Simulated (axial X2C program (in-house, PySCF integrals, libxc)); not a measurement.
Correcting the dissociation energy of RbTe for spin–orbit coupling

A spin-free CCSD(T) curve (one-electron X2C) was computed with an in-house relativistic program for diatomic molecules, basis Te dyall-cv3z [11s12p8d4f1g], Rb dyall-cv3z [12s13p8d4f1g] (cores contracted in-house), for the state M_S = 1/2, Λ = 1 (beyond evenly filled blocks: π+α, π+β, π-α). It gives D0 = 2.073 eV to Te + Rb, which in a spin-free picture are the weighted means of the ground terms.

Correlated methods: 15 electrons correlated (number of frozen shells: Te 4 s, 3 p, 2 d; Rb 3 s, 2 p, 1 d), 311 virtual spin orbitals or spinors in MP2, 90 natural virtuals in coupled cluster.

Measured levels of the ground terms (NIST Handbook of Basic Atomic Spectroscopic Data), in cm⁻¹: Te 3P: J = 2 at 0, J = 0 at 4706.5, J = 1 at 4750.7; Rb 2S: J = 1/2 at 0.

The two components of the molecular doublet are 1845 cm⁻¹ apart in the PBE0 2c search (Ω = 3/2 lower), so the lower one lies 922 cm⁻¹ under their mean.

(1) How far does each ground level lie under the (2J+1)-weighted mean of its term?

(2) Correct D0.

Second-order spin–orbit effects in the molecule, which grow quickly with Z, are left out. The state is one determinant whose occupation by symmetry is held fixed; it was picked as the lowest of a PBE0 search that is not exhaustive. Dissociation energies refer to the lowest single-determinant-based atoms at the same level and basis. CCSD and (T) use frozen natural virtuals with an MP2 correction for the truncation; (T) itself is uncorrected, so its De runs slightly low. Other states lie close and PBE0, whose exact exchange favours high spin, may order them wrongly; the determinant shown need not be the ground state. The nearest other spin-free determinant of the search, M_S = 1/2, Λ = 0, lies 0.30 eV up at the distance of the search. With the outer-core shells frozen, correlated bond lengths of heavy atoms tend to come out a few hundredths of an ångström too long.

## Answers

(1) Te: (5 × 0 + 1 × 4706.5 + 3 × 4750.7)/9 = 2107 cm⁻¹; Rb: a single level, 0.

(2) D0 = 2.073 + (922 − 2107)/8065.5 = 1.926 eV at CCSD(T) with these spin–orbit terms. The direct two-component run gives 1.971 eV; the difference holds second-order terms in the molecule, scalar two-electron terms, the gap between measured and computed atomic splittings (a 2c atom can miss part of its lowering) and, in coupled cluster, the truncation of each run.
